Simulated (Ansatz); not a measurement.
A structure relaxed at B3LYP-D4/def2-TZVP in Ansatz, charge 0, singlet:

| atom | x (Å) | y (Å) | z (Å) |
| --- | --- | --- | --- |
| Sb1 | -0.965 | 0.904 | 0.558 |
| Sb2 | 0.967 | -0.908 | -0.548 |
| H3 | -1.588 | -0.345 | 1.558 |
| H4 | -2.079 | 0.493 | -0.682 |
| H5 | 2.092 | -0.482 | 0.677 |
| H6 | 1.573 | 0.337 | -1.563 |

(1) Give its formula, name or SMILES and point group.

(2) Summarise the bond lengths by kind (pairs closer than 1.2 times the sum of covalent radii, bridged metal pairs left out).

Answers

(1) Sb2H4. Point group C2h (tolerance 0.1 Å).

(2) 1 × Sb–Sb 2.87 Å; 4 × H–Sb 1.72 Å.

In the def2 sets Sb takes a core potential; there is no spin–orbit coupling.
